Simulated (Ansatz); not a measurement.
Consider the redistribution: `F[Si](Cl)(O[SiH3])O[SiH3]` + `[OH][Sc]([OH])[Cl]` → `O[Si](F)(O[SiH3])O[SiH3]` + `[OH][Sc]([Cl])[Cl]`.

Calculated with Ansatz (gas phase, PBE0-D4/def2-TZVP geometries, no zero-point term in ΔE). CCSD(T)/CBS adds triple-zeta CCSD(T) − MP2 to the extrapolated MP2 energy (def2 sets, frozen cores). Functionals use def2-TZVPP. B3LYP here is the variant with VWN-RPA as its local correlation; programs differ in this. For Sc outer-core shells are correlated without core-valence functions, which leaves a few kJ/mol of doubt a bond. Scalar relativity is left out up to krypton. One conformer a species, not always the lowest.

```json
{"level": "PBE-D4", "ΔE (kcal/mol)": "-11.4", "difference from CCSD(T)/CBS": "1.7"}
{"level": "r2SCAN-D4", "ΔE (kcal/mol)": "-13.9", "difference from CCSD(T)/CBS": "-0.8"}
{"level": "PBE0-D4", "ΔE (kcal/mol)": "-13.1", "difference from CCSD(T)/CBS": "0.0"}
{"level": "B3LYP-D4", "ΔE (kcal/mol)": "-13.1", "difference from CCSD(T)/CBS": "0.0"}
{"level": "ωB97X-V", "ΔE (kcal/mol)": "-12.7", "difference from CCSD(T)/CBS": "0.4"}
{"level": "ωB97M-V", "ΔE (kcal/mol)": "-12.9", "difference from CCSD(T)/CBS": "0.2"}
{"level": "B2PLYP", "ΔE (kcal/mol)": "-13.7", "difference from CCSD(T)/CBS": "-0.6"}
{"level": "PBE", "ΔE (kcal/mol)": "-11.8", "difference from CCSD(T)/CBS": "1.3"}
{"level": "r2SCAN", "ΔE (kcal/mol)": "-14.0", "difference from CCSD(T)/CBS": "-0.9"}
{"level": "PBE0", "ΔE (kcal/mol)": "-13.5", "difference from CCSD(T)/CBS": "-0.4"}
{"level": "B3LYP", "ΔE (kcal/mol)": "-13.9", "difference from CCSD(T)/CBS": "-0.8"}
{"level": "HF/def2-TZVPP", "ΔE (kcal/mol)": "-18.6", "difference from CCSD(T)/CBS": "-5.5"}
{"level": "MP2/def2-TZVPP", "ΔE (kcal/mol)": "-12.9", "difference from CCSD(T)/CBS": "0.2"}
{"level": "SCS-MP2/def2-TZVPP", "ΔE (kcal/mol)": "-13.4", "difference from CCSD(T)/CBS": "-0.3"}
{"level": "CCSD/def2-TZVPP", "ΔE (kcal/mol)": "-14.5", "difference from CCSD(T)/CBS": "-1.4"}
{"level": "CCSD(T)/def2-TZVPP", "ΔE (kcal/mol)": "-14.0", "difference from CCSD(T)/CBS": "-0.9"}
{"level": "HF/def2-QZVPP", "ΔE (kcal/mol)": "-18.8", "difference from CCSD(T)/CBS": "-5.7"}
{"level": "MP2/def2-QZVPP", "ΔE (kcal/mol)": "-12.4", "difference from CCSD(T)/CBS": "0.7"}
{"level": "SCS-MP2/def2-QZVPP", "ΔE (kcal/mol)": "-13.0", "difference from CCSD(T)/CBS": "0.1"}
{"level": "HF/CBS(def2)", "ΔE (kcal/mol)": "-18.8", "difference from CCSD(T)/CBS": "-5.7"}
{"level": "MP2/CBS(def2)", "ΔE (kcal/mol)": "-11.9", "difference from CCSD(T)/CBS": "1.2"}
{"level": "CCSD/CBS(def2)", "ΔE (kcal/mol)": "-13.6", "difference from CCSD(T)/CBS": "-0.5"}
{"level": "CCSD(T)/CBS", "ΔE (kcal/mol)": "-13.1", "difference from CCSD(T)/CBS": "0"}
```

Largest T1 diagnostic among the species: 0.015.

The D4 term adds +0.8 kcal/mol with B3LYP and +0.4 kcal/mol with PBE0; it sums over pairs of atoms, weighted by their polarisabilities, and B3LYP, whose exchange is more repulsive, gets the larger term. From PBE to PBE0 (25 % exact exchange), in def2-TZVPP and without D4, ΔE moves by −1.7 kcal/mol.
